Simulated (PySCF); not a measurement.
IK. Atoms are numbered in the order given.

```xyz
2

K      0.0000     0.0000    -2.2622
I      0.0000     0.0000     0.8110
```
Charge 0, spin multiplicity 1.

Coordinates come from a PBE0-D3(BJ)/def2-TZVPD optimisation. The def2 effective core potentials stand for the cores of I; spin–orbit coupling is left out.

Vertical ionisation energy (IE) and electron affinity (EA) in eV. Rows of orbital energies are one-electron estimates. Where ΔSCF, EOM or ADC give a negative EA the extra electron is unbound and the value depends on the basis.

| level | IE | EA |
|---|---|---|
| −ε(HOMO), −ε(LUMO), CAM-B3LYP/def2-TZVPD (PySCF) | 6.69 | 1.14 |
| −ε(HOMO), −ε(LUMO), PBE/def2-TZVPD (PySCF) | 4.49 | 2.04 |
